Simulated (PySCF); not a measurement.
Input for PySCF: R-HF/STO-3G on CH4OSe (SMILES CO[SeH]), a point of a bond scan (R = 1.780 Å).

```python
from pyscf import gto, scf, dft, mp
from pyscf.data.elements import chemcore

mol = gto.M(
    atom='''
    Se   -0.41492107   -0.17549096    0.59531816
    H    -1.36925696   -1.31890293   -0.38030081
    O     1.00206838   -0.07274541   -0.52899915
    C     0.82004707    0.78150980   -1.65532573
    H     0.54504510    1.79564433   -1.35453106
    H     1.78085368    0.80236944   -2.17191480
    H     0.05478906    0.38991742   -2.33272635
    ''',
    basis='sto-3g',
    charge=0, spin=0, verbose=3, max_memory=1800)
mf = scf.RHF(mol)
mf.conv_tol = 1e-8
mf.max_cycle = 100
mf.kernel()
if not mf.converged:
    mf = mf.newton().run(mf.mo_coeff, mf.mo_occ)
```

Output:

```
converged SCF energy = -2487.0475442064
```

Self-consistency was reached.

Cost: very roughly 0.3 core-seconds.
